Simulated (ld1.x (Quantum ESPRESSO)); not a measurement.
# Reading a pseudo-wave (Fe)

Columns: radius, all-electron u(r) and pseudo u(r) of the 3d shell (level -16.17 eV) of iron in the configuration [Ar] 3d6 4s1 4p0; PBE, non-relativistic, TM scheme, ld1.x (Quantum ESPRESSO) 7.5.

```tsv
r (bohr)	all-electron	pseudo
0.145	0.1557	0.0392
0.290	0.5011	0.2572
0.435	0.7672	0.6204
0.580	0.9017	0.9225
0.725	0.9326	1.0268
0.870	0.9015	0.9733
1.015	0.8399	0.8677
1.160	0.7663	0.7708
1.305	0.6906	0.6907
1.450	0.6178	0.6178
1.595	0.5502	0.5502
1.740	0.4885	0.4885
1.885	0.4329	0.4329
2.030	0.3831	0.3831
2.175	0.3386	0.3386
2.320	0.2990	0.2990
2.465	0.2638	0.2638
2.610	0.2325	0.2325
2.755	0.2047	0.2047
2.900	0.1801	0.1801
3.045	0.1583	0.1583
3.190	0.1390	0.1390
3.335	0.1220	0.1220
3.480	0.1070	0.1070
3.625	0.0937	0.0937
3.770	0.0821	0.0821
```

Q: How many radial nodes do the two functions have?

A: The all-electron 3d function has n − l − 1 = 0; the pseudo-wave has 0.

Q: At about which radius was the pseudo-wave matched?

A: 1.40 bohr, where the columns begin to agree (steps of 0.14 bohr).

Q: Is the pseudo-wave norm-conserving?

A: Yes: the TM scheme keeps the norm inside the radius equal to the all-electron one, which fixes the energy derivative of the logarithmic derivative at the level.
